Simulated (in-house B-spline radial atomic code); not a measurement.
Removing one electron from Te V (Te4+)

Closed shell [Kr] 4d10 5s2. Computed with a B-spline radial code for spherical atoms: Koopmans values of Dirac-Hartree-Fock plus a diagonal self-energy, in second order or with its direct term screened (direct RPA, with the hole-particle interaction, or full time-dependent Hartree-Fock), linearised in energy; no-pair Dirac-Coulomb Hamiltonian, finite nucleus. Shifts add to the Koopmans value (the ΔSCF shift is orbital relaxation alone); the final value takes TDHF screening with Breit and QED.

Command:
```bash
python run_mb.py task.json out
```
Settings (nuclear radius in fm, box in bohr, cutoff in hartree):
```
basis_form          2
Z                   52
core_configuration  [Kr] 4d10 5s2
rms_radius          4.7423
mass_number         130
speed_of_light      137.036
box_radius          12.128
lmax                7
intervals           62
virtual_cutoff      10816.0
```

Run time, properties included: 73 s on 1 thread of Arm Neoverse N1 (shared host).

Energies in eV:

```json
{"subshell": "5s1/2", "Koopmans": "56.49", "ΔSCF shift": "-0.226", "second order": "?", "direct RPA": "?", "hole-particle": "?", "TDHF": "?", "Breit + QED": "?", "final": "?"}
```

What does the self-energy do to 5s1/2?

It shifts the removal energy by 2.264 eV in second order, 1.178 with direct RPA, 1.353 with the hole-particle term and 1.544 with TDHF screening (quasi-particle weight 0.975); Breit and QED add -0.052 eV. The final value is 57.99 eV, against 59.3 ± 0.9 eV (NIST, measured).
